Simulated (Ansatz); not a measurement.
Geometry optimisation, RKS B3LYP-D4/def2-SVP in Ansatz.

Input file:

```yaml
crystal:
  periodic: [false, false, false]
  atoms:
    - { symbol: Ta, position_ang: [0.0, 0.0, 0.0] }
    - { symbol: F, position_ang: [2.28, 0.0, 0.0] }
    - { symbol: O, position_ang: [0.0, 0.0, 2.02] }
    - { symbol: H, position_ang: [-0.2547, -0.9174, 2.3571] }
    - { symbol: F, position_ang: [0.0, 0.0, -1.93] }
    - { symbol: F, position_ang: [-0.965, 1.6714, 0.0] }
    - { symbol: F, position_ang: [-0.965, -1.6714, 0.0] }
    - { symbol: O, position_ang: [0.7315, 1.8133, 1.2487] }
    - { symbol: H, position_ang: [1.0209, 1.4979, 2.1636] }
    - { symbol: H, position_ang: [1.9139, 1.0729, 0.7389] }
basis:
  gaussian: { orbitals: def2-SVP }
hamiltonian:
  xc: b3lyp
  dispersion: d4
relax:
  f_tol: 0.15
  max_steps: 25
  restrain:
    - { distance: [0, 7], at: 3.22, k: 30.0 }
    - { distance: [9, 1], at: 2.12, k: 30.0 }
    - { distance: [0, 1], at: 1.93, k: 30.0 }
    - { distance: [9, 7], at: 1.01, k: 30.0 }
output:
  orbitals: {}
```

Launched with:

```bash
$ ansatz run input.yaml --threads 4 --pin off --max-ram 5120MiB --backend cpu --events-out ev --progress --plain --runs-dir out
```

Task: Where does it end, and by what steps?

Result: It converged. The restraints hold the end off the free minimum; the threshold counts their pulls, which the force column leaves out. Restrained pairs: Ta1–O8 (2.32 → 3.20 Å), F2–H10 (1.35 → 2.12 Å), Ta1–F2 (2.28 → 1.92 Å), O8–H10 (1.49 → 0.99 Å). After 15 steps the energy has fallen by 4.442 eV (the restraints' own energy left out); H9 moved furthest, 0.93 Å.

```tsv
step	energy less start (eV)	largest force component (eV/Å)	accepted
0	0.0000	6.461	yes
1	-1.2190	5.639	yes
2	-2.4538	5.979	yes
3	-3.3194	4.676	yes
4	-3.8609	2.176	yes
5	-4.1484	1.782	yes
6	-4.3027	1.252	yes
7	-4.3408	0.778	yes
8	-4.3582	0.847	yes
9	-4.3929	0.815	yes
10	-4.3908	1.174	no
11	-4.4116	0.818	yes
12	-4.4245	0.853	yes
13	-4.4315	0.855	yes
14	-4.4151	1.006	no
15	-4.4425	0.880	yes
```

```xyz
10
Properties=species:S:1:pos:R:3
Ta -0.157 -0.258 -0.009
F 1.742 -0.354 0.231
O -0.398 -0.746 1.796
H -0.448 -0.977 2.727
F 0.237 0.366 -1.757
F -1.434 1.106 0.126
F -0.903 -1.826 -0.683
O 1.488 2.250 1.118
H 1.435 2.322 2.082
H 2.200 1.584 0.968
```

Run time: 37 s on 4 threads of Arm Neoverse V2, on a shared host, peak memory 0.35 GiB.
